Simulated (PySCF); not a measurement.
Vertical excitations of a molecule C3H9AlO2 from PySCF 2.14.0 with TDA-LC-ωPBE/def2-SVPD, as energy in eV (oscillator strength): 7.26 (0.000), 7.36 (0.016), 7.43 (0.085), 7.76 (0.007), 8.06 (0.002), 8.09 (0.097). Lowest triplet (TDA): 6.79 eV. Geometry optimised at B3LYP-D3(BJ)/def2-SVP. The values are those of a single conformer.

Question: Pick the molecule that these values belong to.
A. CC[CH2][Al]([OH])[OH]
B. CC[O][AlH][O]C
C. C[CH2][Al]([OH])[O]C
D. C[O][Al]([CH3])[O]C

Answer: C, C[CH2][Al]([OH])[O]C
